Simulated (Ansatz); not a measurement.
Geometry optimisation, RKS LDA/def2-SVP (Ansatz).

input.yaml

```yaml
crystal:
  periodic: [false, false, false]
  atoms:
    - { symbol: Ge, position_ang: [-0.035953, -0.511679, -0.438078] }
    - { symbol: C, position_ang: [0.304522, -0.011836, 2.673405] }
    - { symbol: H, position_ang: [-0.796696, -0.013711, 2.820748] }
    - { symbol: H, position_ang: [0.804226, -0.00131, 3.663259] }
    - { symbol: H, position_ang: [0.597013, 0.900698, 2.115404] }
    - { symbol: H, position_ang: [1.132298, 0.476036, -0.292234] }
    - { symbol: H, position_ang: [-1.297371, -0.043562, 0.325444] }
    - { symbol: H, position_ang: [-0.392926, -0.708391, -1.934685] }
    - { symbol: O, position_ang: [0.597613, -2.041357, 0.204629] }
    - { symbol: H, position_ang: [-0.110184, -2.67116, 0.42332] }
    - { symbol: H, position_ang: [0.610357, -0.920229, 2.109189] }
basis:
  gaussian: { orbitals: def2-SVP }
hamiltonian:
  xc: lda
relax:
  f_tol: 0.03
  max_steps: 50
```

Run as:

```bash
$ ansatz run input.yaml --threads 2 --pin off --max-ram 3072MiB --backend cpu --events-out ev --progress --plain --runs-dir out
```

Task: Where does it end, and by what steps?

Result: It converged. The force dipped under the threshold on the way, but the program's further checks kept it going. After 7 steps the energy has fallen by 0.043 eV; H6 moved furthest, 0.31 Å.

| step | energy less start (eV) | largest force component (eV/Å) | accepted |
| --- | --- | --- | --- |
| 0 | 0.0000 | 0.341 | yes |
| 1 | -0.0317 | 0.176 | yes |
| 2 | -0.0379 | 0.050 | yes |
| 3 | -0.0407 | 0.081 | yes |
| 4 | -0.0397 | 0.127 | no |
| 5 | -0.0417 | 0.058 | yes |
| 6 | -0.0425 | 0.018 | yes |
| 7 | -0.0429 | 0.018 | yes |

```xyz
11
Properties=species:S:1:pos:R:3
Ge -0.038 -0.523 -0.618
C 0.297 -0.010 2.848
H -0.783 0.016 3.096
H 0.885 -0.122 3.781
H 0.579 0.942 2.355
H 1.130 0.477 -0.598
H -1.284 0.035 0.116
H -0.423 -0.918 -2.068
O 0.609 -1.948 0.236
H -0.071 -2.637 0.361
H 0.511 -0.859 2.162
```

Whether the end is a true minimum wasn't checked by a vibrational analysis.

Run time: 15 s on 2 threads of Arm Neoverse N1 (shared host), peak memory 0.13 GiB.
